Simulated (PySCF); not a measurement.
HI2InO, SMILES [OH][In]([I])[I].

Geometry optimised at PBE-D3(BJ)/def2-SVP. The structure was generated by enumeration; whether it is a known compound was not checked. The def2 effective core potentials stand for the cores of I, In; spin–orbit coupling is left out. Other conformers were not sampled.

Method: M06-2X/def2-TZVP run with PySCF.

Isolated molecule, no solvent.

| Item | Result |
|---|---|
| total energy | -861.29705 hartree |
| point group | Cs |
| highest occupied level | -9.07 eV |
| lowest empty level | -2.20 eV |
| orbital gap | 6.87 eV |
| dipole moment | 1.18 D |
| quadrupole, principal values (traceless, Buckingham form, about the centre of nuclear charge) | -10.27, 4.71, 5.56 D·Å |
| mean static polarisability | 106.2 bohr³ (15.74 Å³) |
| polarisability, principal values | 70.9, 99.7, 148.0 bohr³ |
